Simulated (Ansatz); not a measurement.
hydrogen chloride (HCl), singlet, at a GFN2-xTB geometry; Ansatz (an electronic-structure program) with B3LYP/def2-SVP.

The Ansatz input:
Ansatz 0.2 input:
```yaml
crystal:
  periodic: [false, false, false]
  atoms:
    - {symbol: Cl, position_ang: [-0.00000000, -0.00000000, -0.07094563]}
    - {symbol: H, position_ang: [0.00000000, 0.00000000, 1.20607566]}
basis:
  gaussian:
    orbitals: def2-SVP
    final_grid: {core_spheres: 14, valence_spheres: 28, degree: 59}
hamiltonian:
  xc: b3lyp
```

Task: Predict the main parts of the log of this Ansatz run.

Result: 
```
Functional definition: B3LYP
213 factors; integrals over basis functions are off by at most 8.6e-4 eV
mean field evaluation 1: about -12535.2817 eV, gradient 8.6e0 eV
mean field evaluation 2: about -12535.3536 eV, gradient 7.2e0 eV
mean field evaluation 4: about -12535.4695 eV, gradient 1.4e-1 eV
mean field evaluation 8: about -12535.4685 eV, gradient 5.8e-4 eV
mean field -12535.46851507 eV, -460.6699710832 hartree, gradient 1.1e-5 eV, S^2 0.000000; 0 other end points of the search recorded, 0 dependent functions left out
reference -12535.46863065 eV, -460.6699753306 hartree; 9, 9 occupied and 14, 14 virtual orbitals, 213 factors
Total energy: -12535.46863065 eV, -460.6699753306 hartree
```
